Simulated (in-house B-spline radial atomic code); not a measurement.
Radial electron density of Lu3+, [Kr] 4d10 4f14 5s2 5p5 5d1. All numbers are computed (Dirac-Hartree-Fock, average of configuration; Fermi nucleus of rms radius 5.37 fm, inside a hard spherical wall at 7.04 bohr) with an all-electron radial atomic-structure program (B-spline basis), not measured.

Columns: r (bohr), 4πr²n(r) (electrons per bohr), bar.

```
0.000667    3.405 #
0.000827    4.817 ##
 0.00103     6.82 ##
 0.00127     9.44 ###
 0.00158    13.13 #####
 0.00196       18 ######
 0.00243    24.32 ########
 0.00301     32.3 ###########
 0.00374    42.23 ##############
 0.00464    53.76 ##################
 0.00575    66.34 #######################
 0.00713    78.96 ###########################
 0.00885    89.99 ###############################
   0.011     97.4 #################################
  0.0136    99.53 ##################################
  0.0169    96.47 #################################
  0.0209     90.9 ###############################
   0.026    87.81 ##############################
  0.0322    92.76 ################################
    0.04    106.9 #####################################
  0.0496    122.7 ##########################################
  0.0615    128.3 ############################################
  0.0763    117.8 ########################################
  0.0947      102 ###################################
   0.117    99.83 ##################################
   0.146    112.6 #######################################
   0.181    114.2 #######################################
   0.224    89.64 ###############################
   0.278    61.55 #####################
   0.345    58.48 ####################
   0.428    67.92 #######################
   0.531    62.03 #####################
   0.658    41.96 ##############
   0.816    24.79 #########
    1.01    16.11 ######
    1.26    10.88 ####
    1.56    6.378 ##
    1.93    2.911 #
     2.4    1.007 
    2.97   0.2948 
    3.69  0.07059 
    4.57  0.01249 
    5.67 0.001161 
    6.97 1.518e-06
```

On this grid the curve has 4 maxima, near 0.0136, 0.0615, 0.181, 0.428 bohr.

The 5d5/2 radial function P(r) = rR(r), positive near the nucleus, with its small component Q(r) (sign convention: Q ≈ (P' + κP/r)/2c):

| r (bohr) | P | Q |
| --- | --- | --- |
| 0.00885 | 0.001161 | -9.922e-05 |
| 0.0136 | 0.003707 | -0.0003141 |
| 0.0209 | 0.01117 | -0.0009377 |
| 0.0322 | 0.03105 | -0.002579 |
| 0.0496 | 0.07538 | -0.006211 |
| 0.0763 | 0.1481 | -0.01226 |
| 0.117 | 0.2049 | -0.01802 |
| 0.181 | 0.1246 | -0.01625 |
| 0.278 | -0.1428 | -0.003474 |
| 0.428 | -0.3192 | 0.008557 |
| 0.658 | -0.05726 | 0.006959 |
| 1.01 | 0.4582 | -0.0009438 |
| 1.56 | 0.7575 | -0.004906 |
| 2.4 | 0.6159 | -0.00394 |
| 3.69 | 0.2503 | -0.001513 |
| 5.67 | 0.03497 | -0.0002177 |
